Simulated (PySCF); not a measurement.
Q: Give a PBE0-D3(BJ)/def2-SVP geometry of `[SiH3][Bi]([SiH3])[SiH3]` (Bi(SiH3)3).

A: 
Z-matrix in Å and degrees, rows numbered from 1:
```
Bi
Si  1  2.6666
H   2  1.4953  1  111.51
H   2  1.4957  1  109.49  3  -120.68
H   2  1.4958  1  109.27  3   120.51
Si  1  2.6669  2   87.93  3   -44.14
H   6  1.4956  1  111.61  2    46.05
H   6  1.4958  1  109.26  2   -74.46
H   6  1.4957  1  109.50  2   166.70
Si  1  2.6673  2   88.41  3    44.42
H  10  1.4955  1  111.54  2   -40.28
H  10  1.4957  1  109.42  2  -160.91
H  10  1.4954  1  109.34  2    80.29
```

All 3 Bi–Si bonds measure 2.667 Å. Bi1 (bismuth bonded to 3 Si) is pyramidal (angles 88.5°, 88.4° and 87.9°, sum 264.8°, 1.59 Å off the plane of its three neighbours). Si2 (silicon bonded to Bi and 3 H) is tetrahedral (angles from 108.6° to 111.5°).

Level of theory: PySCF 2.14.0, PBE0-D3(BJ)/def2-SVP geometry optimisation, gas phase, def2 core potentials past Kr.

Point group: near C3v, missed by 0.18 Å at most; the miss may be what the optimiser left on a soft mode. Not checked by PBE0-D3(BJ)/def2-SVP frequencies.

Time: 85 s wall; peak memory 0.52 GiB. Hardware: one thread of an Arm Neoverse N1, no GPU, shared host with 64 logical CPUs at a one-minute load of 18. That covers the optimisation of the geometry.
